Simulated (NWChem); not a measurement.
**Spin states of HAl**

```xyz
2

Al     0.0000     0.0000     0.1203
H      0.0000     0.0000    -1.5639
```
Charge 0, spin multiplicity 1.

Program: NWChem. The geometry was optimised at PBE/def2-SVP, a minimum by its harmonic frequencies.

Basis set: def2-TZVP. The gap is E(triplet) − E(singlet) at the geometry of the singlet, so a negative value puts the higher spin lower. Open shells are unrestricted, and the singlet is the closed-shell solution. The triplet is the single determinant that the SCF runs reached, with unpaired electrons in orbitals of symmetry a1 and b2 (C2v labels); it need not be the lowest triplet, which in molecules with degenerate π orbitals can need several determinants.

B3LYP has NWChem's definition, with VWN1-RPA local correlation. The structure started from a generated list of species. No SCF solution was tested for a lower state. Open-shell Hartree-Fock references start from PBE0 orbitals.

Task: Order these methods by the vertical singlet-triplet gap they give, lowest first: B3LYP, PBE, TPSS, HF.

Result: HF (28.1 kcal/mol), TPSS (38.6 kcal/mol), PBE (39.7 kcal/mol), B3LYP (44.4 kcal/mol)
